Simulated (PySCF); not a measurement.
He+ (helium, charge +1) across methods

2p1, 2P determinant (an excited configuration). Calculation: PySCF 2.14, in aug-cc-pVDZ (3s2p, 9 functions); the non-relativistic Hamiltonian (point nucleus).

```
 method  E (hartree)  mean ε 2p α (eV)  Σ⟨r²⟩ (bohr²)   ⟨S²⟩
 r2SCAN      -0.4852            -9.092          4.623  0.750
wB97X-V      -0.4815           -12.224          4.605  0.750
  M06-L      -0.5054            -9.372          4.583  0.750
    PBE      -0.4923            -8.938          4.620  0.750
    UHF     -0.46233           -12.581          4.616  0.750
    LDA      -0.4697            -8.389          4.638  0.750
  B97-3      -0.4965           -10.142          4.611  0.750
   PBE0      -0.4866            -9.919          4.620  0.750
 PBEsol      -0.4830            -8.687          4.629  0.750
```

For one electron the Hartree and exchange-correlation energies should cancel; what remains is the self-interaction error. The outer electron is Rydberg-like, and this basis confines it to a smaller radius and binds it less than a complete one would.
